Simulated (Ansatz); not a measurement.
Geometry optimisation, RKS PBE/def2-SVP (Ansatz 0.2.0).

Input file:

```yaml
crystal:
  periodic: [false, false, false]
  atoms:
    - { symbol: Ta, position_ang: [-0.51633, -0.524842, 0.216694] }
    - { symbol: F, position_ang: [2.360073, 0.680032, 0.371727] }
    - { symbol: Cl, position_ang: [-0.448124, -0.040569, 2.507466] }
    - { symbol: Cl, position_ang: [0.018742, -0.517505, -2.061003] }
    - { symbol: "N", position_ang: [-0.797494, 1.420255, -0.011155] }
    - { symbol: H, position_ang: [-0.872784, 2.08652, 0.765506] }
    - { symbol: H, position_ang: [-0.713039, 1.911894, -0.908577] }
    - { symbol: Cl, position_ang: [-2.596645, -1.474603, 0.104037] }
    - { symbol: Cl, position_ang: [1.156204, -2.276208, 0.576098] }
    - { symbol: H, position_ang: [2.655898, -0.192775, 0.527208] }
basis:
  gaussian: { orbitals: def2-SVP }
hamiltonian:
  xc: pbe
relax:
  f_tol: 0.03
  max_steps: 50
```

Launched with:

```bash
$ ansatz run input.yaml --threads 4 --pin off --max-ram 5120MiB --backend cpu --events-out ev --progress --plain --runs-dir out
```

Where does it end, and by what steps?

It converged. After 8 steps the energy has fallen by 0.232 eV; F2 moved furthest, 0.50 Å. Joined: Ta1–F2 (3.12 → 2.39 Å).

```
step  energy less start (eV)  largest force component (eV/Å)  accepted
   0                  0.0000                           0.621       yes
   1                 -0.0887                           0.426       yes
   2                 -0.1674                           0.519       yes
   3                 -0.1903                           0.632       yes
   4                 -0.2228                           0.172       yes
   5                 -0.2293                           0.073       yes
   6                 -0.2303                           0.070       yes
   7                 -0.2316                           0.050       yes
   8                 -0.2318                           0.019       yes
```

```xyz
10
Properties=species:S:1:pos:R:3
Ta -0.302 -0.405 0.229
F 1.928 0.437 0.369
Cl -0.333 0.064 2.529
Cl 0.139 -0.419 -2.077
N -0.787 1.498 -0.020
H -0.914 2.162 0.752
H -0.743 1.987 -0.922
Cl -2.295 -1.540 0.144
Cl 1.289 -2.242 0.584
H 2.264 -0.470 0.499
```

Whether the end is a true minimum wasn't checked by a vibrational analysis.

The run took 28 s on 4 threads of Arm Neoverse V1 (shared host), peak memory 0.24 GiB.
